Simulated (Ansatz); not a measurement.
`O[SiH]([SiH3])[AlH][Cl]` + `O[SiH2][SeH]` → `O[SiH]([SiH3])[SeH]` + `O[SiH2][AlH][Cl]`  (redistribution)

Isolated molecules relaxed with PBE0-D4/def2-TZVP in Ansatz; ΔE leaves out vibrations. CBS: MP2 limit from def2 TZ/QZ plus the TZ coupled-cluster correction, frozen cores. DFT in def2-TZVPP. For Se outer-core shells are correlated without core-valence functions, which leaves a few kJ/mol of doubt a bond. Scalar relativity is left out up to krypton. One conformer a species, not always the lowest.

`O[SiH]([SiH3])[AlH][Cl]`:

Cartesian coordinates in Å:
```
O 2.016 0.127 -0.224
Si 0.407 0.074 -0.637
Si -0.518 -1.944 0.108
Al -0.715 2.031 0.321
Cl 0.687 3.310 1.260
H 2.337 0.964 0.118
H 0.248 0.100 -2.126
H 0.210 -3.125 -0.428
H -0.508 -2.010 1.595
H -1.934 -2.001 -0.353
H -2.232 2.473 0.365
```

`O[SiH2][SeH]`:

```xyz
7

O     1.366   -0.831    0.325
Si   -0.157   -0.243    0.494
Se   -0.442    1.823   -0.433
H     1.777   -0.761   -0.539
H    -1.166   -1.133   -0.134
H    -0.368   -0.116    1.951
H    -1.011    1.262   -1.664
```

`O[SiH]([SiH3])[SeH]`:

Z-matrix (Å, degrees):
```
Si
Si 1 2.341
Se 1 2.287 2 106.7
O 1 1.648 2 113.1 3 -125.6
H 1 1.482 2 113.4 3 115.2
H 2 1.491 1 108.4 3 55.8
H 2 1.486 1 109.8 3 -62.9
H 2 1.488 1 112.0 3 175.5
H 3 1.469 1 93.3 2 -34.2
H 4 0.959 1 117.6 2 71.5
```

`O[SiH2][AlH][Cl]`:

Z-matrix (Å, degrees):
```
Si
Al 1 2.456
O 1 1.655 2 108.3
H 1 1.493 2 111.2 3 121.2
H 1 1.490 2 112.4 3 -119.9
Cl 2 2.117 1 110.3 3 -5.2
H 2 1.581 1 132.9 3 175.2
H 3 0.959 1 116.4 2 9.3
```

```tsv
level	ΔE (kcal/mol)
PBE-D4	0.7
r2SCAN-D4	1.0
PBE0-D4	0.9
ωB97M-V	1.0
B2PLYP	1.0
r2SCAN	1.0
HF/def2-QZVPP	1.3
SCS-MP2/def2-QZVPP	0.9
```

Q: What does CCSD(T)/CBS give? (Estimate.)

A: Computed: +0.9 kcal/mol. The listed levels differ from it by -0.2, 0.1, 0.0, 0.1, 0.1, 0.1, 0.4, 0.0 kcal/mol.

Largest T1 diagnostic among the species: 0.012.
